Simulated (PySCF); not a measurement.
C6H10, SMILES CC1=C[C@@H](C)C1.

Geometry optimised at PBE0-D3(BJ)/def2-SVP.

Calculation: SMD-B3LYP/def2-SVP (PySCF).

Solvation free energies are E(SMD) − E(gas) at the gas-phase geometry, for 1 M in both phases. In vacuum the dipole moment is 0.37 D.

Problem. Estimate the solvation free energies in water, toluene, benzene. (Estimate from the structure and the level; the computed values follow.)

Solution. 
```
solvent  ΔG(solv) (kcal/mol)  its non-electrostatic (CDS) part  dipole (D)
-------  -------------------  --------------------------------  ----------
water                    1.7                               3.1        0.53
toluene                 -4.1                              -3.4        0.44
benzene                 -4.2                              -3.6        0.43
```
